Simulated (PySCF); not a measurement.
## Calculated data, BGeH3OSi

Computed with PySCF 2.14.0. Calculation on a computer-drawn molecule: the log of a Hartree-Fock and frozen-core CCSD(T) single point meant for a local Hartree-Fock minimum, with one planted fault or none, to be diagnosed. Offsets are logged minus clean, where the clean run is the same molecule without the fault. The reference is restricted for singlets and unrestricted otherwise, and also for a bond in bohr or an excited solution. Adding or removing an electron swaps singlet and doublet. The excited solution moves the top pair (singlet) or top alpha electron (doublet) to the lowest empty orbital. Highest occupied and lowest empty are orbital energies over both spins, largest force is the largest gradient component, triples share is (T) over the correlation energy, the T1 limit is 0.02 restricted and 0.045 unrestricted, electrons count all cores, a negative frequency is imaginary (commonest isotopes), and the dipole is about the centre of nuclear charge; on germanium a core potential holds 10 electrons, which the energies leave out, and 3d is frozen in MP2 and coupled-cluster steps.

```xyz
7
formula=BGeH3OSi meant_charge=0 meant_multiplicity=1 meant_basis=cc-pV(D+d)Z meant_basis_and_core_potential_on_germanium=cc-pVDZ-PP_ECP10MDF logged_electrons=62 logged_basis_functions=89 logged_SCF_converged=yes logged_spin_squared=1.2724 logged_highest_occupied=-8.796 logged_lowest_empty=-0.20229 logged_largest_force=0.014642 logged_T1_diagnostic=0.044422 logged_D1_diagnostic=0.16701 logged_triples_share=0.033895 logged_CC_converged=yes logged_dipole_magnitude=3.3522 logged_SCF_stable_within_its_kind=yes logged_energy_HF=-683.52617 logged_energy_CCSD(T)=-683.99052 possible_faults=no_fault,one_electron_removed,one_electron_added,multiplicity_raised_by_two,geometry_at_a_saddle_point,SCF_held_on_an_excited_solution,minimal_basis_STO-3G,one_bond_length_entered_in_bohr,all_coordinates_scaled planted_fault=one_bond_length_entered_in_bohr,row_2_of_the_drawn_bonds HF_energy_offset_from_clean_run=67.2 CCSD(T)_energy_offset_from_clean_run=83.79
O      1.9225    -0.1102    -1.3120
B      1.2092     0.5246    -0.6054
Si    -1.2140     2.4319     1.6404
Ge    -3.4821     1.4164     1.4091
H     -1.1986     3.8452     1.1913
H     -0.6661     2.3593     3.0143
H     -3.5135     1.8265    -0.1180
```

Units: logged_highest_occupied, logged_lowest_empty in eV; logged_largest_force in hartree/bohr; logged_dipole_magnitude in debye; logged_energy_HF, logged_energy_CCSD(T) in hartree; HF_energy_offset_from_clean_run, CCSD(T)_energy_offset_from_clean_run in kcal/mol.

Drawn bonds:
```tsv
atom	other atom	order
1	2	2
2	3	1
3	4	1
3	5	1
3	6	1
4	7	1
```
